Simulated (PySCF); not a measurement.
PySCF input (BP86/def2-SVP):

```python
from pyscf import gto, dft

mol = gto.M(
    atom='''
    C    -0.75161000    1.77113100   -1.08274700
    Si   -0.38886200    0.26377900   -0.26371100
    C    -1.91463300   -0.84224800   -0.00461900
    P     1.16096000   -1.42223600   -0.94005600
    P     0.43002000    0.75639000    1.83415600
    H    -1.46878000    1.76354900   -1.90276500
    H     0.00940100    2.54194100   -1.17690900
    H    -2.32999400   -1.13166200   -0.97478600
    H    -2.68356800   -0.29510700    0.54461000
    H    -1.66974200   -1.75605900    0.54172200
    H     0.73039300   -1.47127400   -2.29740900
    H     2.21105700   -0.50942000   -1.22749300
    H     1.48329100   -0.20080800    1.93097300
    H     1.29475800    1.78033300    1.36669700
    ''',
    basis='def2-svp',
    charge=-1,
    spin=0,
    verbose=4,
)

mf = dft.RKS(mol, xc='bp86')
mf.grids.level = 3
mf.conv_tol = 1e-9
mf.max_cycle = 100
mf.max_memory = 1500
mf.kernel()
if not mf.converged:
    mf = mf.newton()
    mf.kernel(mf.make_rdm1())
mf.dip_moment()
```

Output:

```
PySCF version 2.14.0

[INPUT] verbose = 4
[INPUT] num. atoms = 14
[INPUT] num. electrons = 66
[INPUT] charge = -1
[INPUT] spin (= nelec alpha-beta = 2S) = 0
[INPUT] symmetry False subgroup None
[INPUT] Mole.unit = angstrom
[INPUT] Symbol           X                Y                Z      unit          X                Y                Z       unit  Magmom
[INPUT]  1 C     -0.751610000000   1.771131000000  -1.082747000000 AA   -1.420337052484   3.346952520727  -2.046095292194 Bohr   0.0
[INPUT]  2 Si    -0.388862000000   0.263779000000  -0.263711000000 AA   -0.734842680251   0.498470067412  -0.498341566035 Bohr   0.0
[INPUT]  3 C     -1.914633000000  -0.842248000000  -0.004619000000 AA   -3.618131999054  -1.591618048963  -0.008728644969 Bohr   0.0
[INPUT]  4 P      1.160960000000  -1.422236000000  -0.940056000000 AA    2.193896441575  -2.687636524497  -1.776448381754 Bohr   0.0
[INPUT]  5 P      0.430020000000   0.756390000000   1.834156000000 AA    0.812620028085   1.429369943360   3.466052509728 Bohr   0.0
[INPUT]  6 H     -1.468780000000   1.763549000000  -1.902765000000 AA   -2.775591937239   3.332624617251  -3.595704729408 Bohr   0.0
[INPUT]  7 H      0.009401000000   2.541941000000  -1.176909000000 AA    0.017765315297   4.803572314803  -2.224035683536 Bohr   0.0
[INPUT]  8 H     -2.329994000000  -1.131662000000  -0.974786000000 AA   -4.403050531880  -2.138531245578  -1.842078570060 Bohr   0.0
[INPUT]  9 H     -2.683568000000  -0.295107000000   0.544610000000 AA   -5.071208556647  -0.557671407442   1.029163744699 Bohr   0.0
[INPUT] 10 H     -1.669742000000  -1.756059000000   0.541722000000 AA   -3.155355078684  -3.318470568578   1.023706215652 Bohr   0.0
[INPUT] 11 H      0.730393000000  -1.471274000000  -2.297409000000 AA    1.380242733299  -2.780304914193  -4.341473806111 Bohr   0.0
[INPUT] 12 H      2.211057000000  -0.509420000000  -1.227493000000 AA    4.178292175802  -0.962664282376  -2.319625589821 Bohr   0.0
[INPUT] 13 H      1.483291000000  -0.200808000000   1.930973000000 AA    2.803013753032  -0.379472123622   3.649010123930 Bohr   0.0
[INPUT] 14 H      1.294758000000   1.780333000000   1.366697000000 AA    2.446738017590   3.364341780525   2.582683025265 Bohr   0.0

nuclear repulsion = 346.37885860409
number of shells = 63
number of NR pGTOs = 219
number of NR cGTOs = 127
basis = def2-svp
ecp = {}

******** <class 'pyscf.dft.rks.RKS'> ********
method = RKS
initial guess = minao
damping factor = 0
level_shift factor = 0
DIIS = <class 'pyscf.scf.diis.CDIIS'>
diis_start_cycle = 1
diis_space = 8
diis_damp = 0
SCF conv_tol = 1e-09
SCF conv_tol_grad = None
SCF max_cycles = 100
direct_scf = True
direct_scf_tol = 1e-13
XC library pyscf.dft.libxc version 7.1.2
    S. Lehtola, C. Steigemann, M. J. T. Oliveira, and M. A. L. Marques,  SoftwareX 7, 1–5 (2018)
XC functionals = bp86
    A. D. Becke,  Phys. Rev. A 38, 3098 (1988)
    J. P. Perdew,  Phys. Rev. B 33, 8822 (1986)
    J. P. Perdew,  Phys. Rev. B 34, 7406–7406 (1986)
radial grids:
    Treutler-Ahlrichs [JCP 102, 346 (1995); DOI:10.1063/1.469408] (M4) radial grids

becke partition: Becke, JCP 88, 2547 (1988); DOI:10.1063/1.454033
pruning grids: <function nwchem_prune>
grids dens level: 3
symmetrized grids: False
atomic radii adjust function: <function treutler_atomic_radii_adjust>
small_rho_cutoff = 0
Set gradient conv threshold to 3.16228e-05
Initial guess from minao.
tot grids = 174048
init E= -1053.43902646371
  HOMO = -0.242097131843246  LUMO = -0.0576726194165964  gap/eV = 5.01845
cycle= 1 E= -1053.36811259543  delta_E= 0.0709  |g|= 0.794  |ddm|=  3.6
  HOMO = 0.165748989884823  LUMO = 0.178100698404611  gap/eV = 0.33611
cycle= 2 E= -1052.13396314822  delta_E= 1.23  |g|= 1.75  |ddm|=  6.9
  HOMO = 0.0197479909445475  LUMO = 0.171849536410678  gap/eV = 4.13889
cycle= 3 E= -1053.48290848961  delta_E= -1.35  |g|= 0.445  |ddm|= 6.65
  HOMO = 0.0414347938802577  LUMO = 0.153764001773247  gap/eV = 3.05663
cycle= 4 E= -1053.56158641178  delta_E= -0.0787  |g|= 0.108  |ddm|=  1.1
  HOMO = 0.0453063248169334  LUMO = 0.151378994568549  gap/eV = 2.88638
cycle= 5 E= -1053.56396496565  delta_E= -0.00238  |g|= 0.0623  |ddm|= 0.244
  HOMO = 0.0478459741333106  LUMO = 0.153637153256417  gap/eV = 2.87872
cycle= 6 E= -1053.56512646669  delta_E= -0.00116  |g|= 0.0183  |ddm|= 0.121
  HOMO = 0.0465560890347358  LUMO = 0.154039384698665  gap/eV = 2.92477
cycle= 7 E= -1053.5652357846  delta_E= -0.000109  |g|= 0.00534  |ddm|= 0.0416
  HOMO = 0.0463849674665884  LUMO = 0.153787784435394  gap/eV = 2.92258
cycle= 8 E= -1053.56524562883  delta_E= -9.84e-06  |g|= 0.0011  |ddm|= 0.0106
  HOMO = 0.0464654312172121  LUMO = 0.153840251368431  gap/eV = 2.92182
cycle= 9 E= -1053.56524602973  delta_E= -4.01e-07  |g|= 0.000393  |ddm|= 0.00252
  HOMO = 0.0464585239106556  LUMO = 0.153827467085011  gap/eV = 2.92166
cycle= 10 E= -1053.56524609545  delta_E= -6.57e-08  |g|= 6.08e-05  |ddm|= 0.000813
  HOMO = 0.0464608988773696  LUMO = 0.15382566562688  gap/eV = 2.92154
cycle= 11 E= -1053.56524609672  delta_E= -1.28e-09  |g|= 1.78e-05  |ddm|= 0.00015
  HOMO = 0.0464602330176973  LUMO = 0.153825495663602  gap/eV = 2.92156
cycle= 12 E= -1053.56524609684  delta_E= -1.2e-10  |g|= 4.96e-06  |ddm|= 3.79e-05
  HOMO = 0.0464593574795908  LUMO = 0.153825567954548  gap/eV = 2.92158
Extra cycle  E= -1053.56524609682  delta_E= 2.18e-11  |g|= 8.42e-06  |ddm|= 2.58e-05
converged SCF energy = -1053.56524609682

WARN: System has nonzero charge -1; the dipole moment is origin-dependent.
Location of origin: [0. 0. 0.]

Dipole moment(X, Y, Z, Debye):  0.33647, -1.90610,  0.49440
```

The dipole moment of an ion depends on the origin.

The geometry given is a B3LYP-D3(BJ)/def2-TZVP minimum.
